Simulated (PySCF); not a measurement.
First SCF of a structure search on singlet WHF, at a hand-made linear geometry. PySCF input:

```python
from pyscf import gto, scf, dft
mol = gto.M(atom='''
W      0.000000     0.000000     0.000000
H      0.000000     0.000000    -1.690000
F      0.000000     0.000000     2.010000''',
    basis={'W': 'def2-TZVP', 'H': 'def2-TZVP', 'F': 'def2-TZVP'},
    ecp={'W': 'def2-TZVP'},
    charge=0, spin=0)
mf = dft.RKS(mol, xc='PBE0')
mf.grids.atom_grid = (50, 194)
aux = {'W': 'def2-universal-JKFIT', 'H': 'def2-universal-JKFIT', 'F': 'def2-universal-JKFIT'}
mf = mf.density_fit(auxbasis=aux)
mf.conv_tol = 1e-08
mf.diis_space = 10
mf.max_cycle = 60
mf.init_guess = 'minao'
mf.verbose = 4
mf.kernel()
```

Excerpt of the output (cycles and frontier levels):

```
init E= -148.769451384152
cycle= 1 E= -167.169958214428  delta_E= -18.4  |g|= 0.838  |ddm|= 6.71
cycle= 2 E= -159.56155858154  delta_E= 7.61  |g|= 5.72  |ddm|= 2.64
  HOMO = -0.263360935460917  LUMO = -0.173994800926158  gap/eV = 2.43178
cycle= 3 E= -167.293333324522  delta_E= -7.73  |g|= 0.291  |ddm|= 2.28
  HOMO = -0.257636747573233  LUMO = -0.153960232834824  gap/eV = 2.82118
cycle= 4 E= -167.304521210332  delta_E= -0.0112  |g|= 0.0936  |ddm|= 0.227
  HOMO = -0.256870468700935  LUMO = -0.151860790371218  gap/eV = 2.85746
cycle= 5 E= -167.306228915095  delta_E= -0.00171  |g|= 0.0232  |ddm|= 0.061
  HOMO = -0.253434020274159  LUMO = -0.147433778934606  gap/eV = 2.88441
cycle= 6 E= -167.306357063664  delta_E= -0.000128  |g|= 0.00505  |ddm|= 0.0303
  HOMO = -0.254574583718833  LUMO = -0.148643373189566  gap/eV = 2.88254
cycle= 7 E= -167.306360810241  delta_E= -3.75e-06  |g|= 0.00244  |ddm|= 0.00633
  HOMO = -0.254474019842828  LUMO = -0.148551974953909  gap/eV = 2.88229
cycle= 8 E= -167.306361816845  delta_E= -1.01e-06  |g|= 0.000185  |ddm|= 0.00161
  HOMO = -0.254492483984049  LUMO = -0.148571187930204  gap/eV = 2.88227
cycle= 9 E= -167.306361827116  delta_E= -1.03e-08  |g|= 3.19e-05  |ddm|= 0.000209
  HOMO = -0.254495326673992  LUMO = -0.148574189950988  gap/eV = 2.88226
cycle= 10 E= -167.306361827408  delta_E= -2.91e-10  |g|= 2.12e-06  |ddm|= 4.23e-05
  HOMO = -0.254495198508646  LUMO = -0.148574145509343  gap/eV = 2.88226
Extra cycle  E= -167.306361827406  delta_E= 1.56e-12  |g|= 8.66e-07  |ddm|= 3.92e-06
converged SCF energy = -167.306361827406
```

No lower solution of this spin was found from smeared starts or by a stability analysis within the restricted form, which does not test spin polarisation.

At the minimum of this search the closed-shell solution is unstable towards spin polarisation, so a lower open-shell solution exists. No spin–orbit coupling is included, which matters more the heavier the element.

The search for the lowest solution, 3 starts and the stability check together, took 4.1 s on 2 threads of a shared Arm Neoverse V2 host, with 77 basis functions; the process peaked at 0.34 GiB.
